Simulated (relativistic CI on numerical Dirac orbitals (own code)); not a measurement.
# Ni⁴⁺ in a cubic cluster: 2p photoemission with charge transfer

Computed with a charge-transfer multiplet model of a cubic metal-ligand cluster with up to 3 ligand holes, Slater and spin-orbit integrals from Dirac-Coulomb-Breit ions, Slater integrals scaled by 0.7. The ground state mixes d6 with configurations of k ligand holes L, whose averages lie at kΔ + k(k − 1)U_dd/2; a core hole lowers each added d electron by U_cd. 300 K, Lorentzian 0.6 eV and Gaussian 0.8 eV FWHM.

Atomic integrals in eV (Slater integrals scaled, ζ unscaled), ground: F2dd 9.934, F4dd 6.234, zeta_d 0.099; with the core hole: F2dd 11.067, F4dd 6.975, zeta_d 0.136, zeta_core 11.396, F2cd 6.763, G1cd 5.299, G3cd 3.018.

Cluster parameters (eV): Δ = 0.6, U_cd = 8.3, 10Dq = 0.35, 10Dq(ligand) = 0.8, V(eg) = 3.8, V(t2g) = -1.93, final-state hopping factor = 0.9.

| Case | n_d | d6 | d7L | d8L2 | d9L3 | S |
| --- | --- | --- | --- | --- | --- | --- |
| U_dd = 4.9 eV | 7.07 | 0.23 | 0.50 | 0.24 | 0.03 | 0.06 |
| U_dd = 7 eV | 6.95 | 0.26 | 0.53 | 0.19 | 0.02 | 0.09 |
| U_dd = 8.4 eV | 6.90 | 0.29 | 0.54 | 0.16 | 0.01 | 0.12 |

Weights, n_d and S are thermal averages at 300 K. Binding energies count from the first peak over 30 % of the highest in each spectrum, which can be another peak from case to case. The parameters are a model scan and need not match a compound or its usual spin state. Peaks in eV (height, largest 100):
- U_dd = 4.9 eV: 0.0 (100), 2.7 (10), 6.1 (5), 11.1 (19), 13.2 (7), 15.0 (6), 17.7 (44), 19.3 (12), 29.7 (9)
- U_dd = 7 eV: 0.0 (100), 3.0 (11), 11.5 (14), 13.8 (6), 17.8 (43), 19.2 (16), 30.4 (7)
- U_dd = 8.4 eV: 0.0 (100), 3.0 (12), 11.8 (11), 14.2 (6), 17.8 (41), 19.1 (19), 30.9 (6)

For the case U_dd = 7 eV, Δ = 0.6 eV is smaller than U_dd = 7 eV, the charge-transfer side of the Zaanen-Sawatzky-Allen scheme. With the core hole the average of the configuration with one ligand hole lies at Δ − U_cd = -7.7 eV before mixing: it lies below the unscreened one, so the lowest final states are mostly screened and the unscreened weight appears at higher binding energy as a satellite.
